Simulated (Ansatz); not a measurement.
`B[CH](F)[GeH3]` + `OB1CO1` → `BOB1CO1` + `F[CH2][GeH3]`  (ligand exchange at a B–C bond)

Isolated molecules relaxed with PBE0-D4/def2-TZVP in Ansatz; ΔE leaves out vibrations. CCSD(T)/CBS is the MP2 limit (def2-TZVPP, def2-QZVPP) plus CCSD(T) − MP2 in def2-TZVPP, frozen cores. Functionals use def2-TZVPP. B3LYP here is the variant with VWN-RPA as its local correlation; programs differ in this. For Ge outer-core shells are correlated without core-valence functions, which leaves a few kJ/mol of doubt a bond. Scalar relativity is left out up to krypton. Each species was taken in one conformer, which may not be the lowest.

| level | ΔE (kJ/mol) |
| --- | --- |
| PBE-D4 | -75.3 |
| B3LYP | -98.8 |
| HF/def2-TZVPP | -127.7 |
| HF/CBS(def2) | -129.5 |

Task: What does CCSD(T)/CBS give? (Best estimate.)

Result: Ansatz gave: -95.1 kJ/mol. The listed levels differ from it by 19.8, -3.7, -32.6, -34.4 kJ/mol.

Largest T1 diagnostic among the species: 0.015.

The D4 term adds +3.3 kJ/mol with B3LYP and +1.6 kJ/mol with PBE0; it sums over pairs of atoms, weighted by their polarisabilities, and B3LYP, whose exchange is more repulsive, gets the larger term. From PBE to PBE0 (25 % exact exchange), in def2-TZVPP and without D4, ΔE moves by −7.1 kJ/mol. In def2-TZVPP, CCSD(T) changes the Hartree–Fock value by +32.4 kJ/mol (the triples alone add +4.5 kJ/mol) and MP2 by +33.9 kJ/mol.
